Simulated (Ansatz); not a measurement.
`[SH][SnH2][SeH]` + `[Cl][GeH]([Cl])[Cl]` → `[Cl][Ge]([Cl])([Cl])[SeH]` + `[SH][SnH3]`  (formal exchange of groups at the Se–Sn bond)

Isolated molecules relaxed with PBE0-D4/def2-TZVP in Ansatz; ΔE leaves out vibrations. CCSD(T)/CBS adds triple-zeta CCSD(T) − MP2 to the extrapolated MP2 energy (def2 sets, frozen cores). DFT in def2-TZVPP. B3LYP here is the variant with VWN-RPA as its local correlation; programs differ in this. HSE06 is defined as in plane-wave codes. Elements past krypton have def2 core potentials. For Ge, Se, Sn outer-core shells are correlated without core-valence functions, which leaves a few kJ/mol of doubt a bond. Scalar relativity is left out up to krypton. One conformer a species, not always the lowest.

```tsv
level	ΔE (kJ/mol)	difference from CCSD(T)/CBS
LDA (SPW92)	19.5	-9.1
PBE-D4	20.1	-8.5
revPBE-D4	17.2	-11.4
BLYP-D4	18.5	-10.1
r2SCAN-D4	22.6	-6.0
B97M-V	18.3	-10.3
PBE0-D4	21.6	-7.0
B3LYP-D4	20.6	-8.0
r2SCANh-D4	22.9	-5.7
CAM-B3LYP-D4	21.7	-6.9
ωB97X-V	22.1	-6.5
ωB97M-V	21.5	-7.1
B2PLYP	24.0	-4.6
PBE-QIDH	22.9	-5.7
PBE	23.4	-5.2
revPBE	24.9	-3.7
BLYP	25.9	-2.7
r2SCAN	23.3	-5.3
B3LYP	26.3	-2.3
r2SCANh	23.7	-4.9
r2SCAN0	24.4	-4.2
HSE06	24.7	-3.9
BHLYP	27.7	-0.9
CAM-B3LYP	24.9	-3.7
LC-ωPBE	23.9	-4.7
RPA@PBE/def2-TZVPP	16.6	-12.0
MP2/def2-SVP	23.8	-4.8
CCSD/def2-SVP	25.6	-3.0
CCSD(T)/def2-SVP	24.1	-4.5
HF/def2-TZVPP	31.6	3.0
MP2/def2-TZVPP	19.0	-9.6
SCS-MP2/def2-TZVPP	20.4	-8.2
CCSD/def2-TZVPP	20.7	-7.9
CCSD(T)/def2-TZVPP	19.1	-9.5
HF/def2-QZVPP	33.4	4.8
MP2/def2-QZVPP	25.1	-3.5
SCS-MP2/def2-QZVPP	26.3	-2.3
HF/CBS(def2)	33.6	5.0
MP2/CBS(def2)	28.5	-0.1
CCSD/CBS(def2)	30.1	1.5
CCSD(T)/CBS	28.6	0
```

Largest T1 diagnostic among the species: 0.012.

In def2-TZVPP, CCSD(T) changes the Hartree–Fock value by −12.6 kJ/mol (the triples alone add −1.6 kJ/mol) and MP2 by −12.6 kJ/mol. At CCSD(T), def2-SVP lies −4.5 kJ/mol from the extrapolated value and def2-TZVPP −9.5 kJ/mol. The D4 term adds −5.7 kJ/mol with B3LYP and −3.0 kJ/mol with PBE0; it sums over pairs of atoms, weighted by their polarisabilities, and B3LYP, whose exchange is more repulsive, gets the larger term.
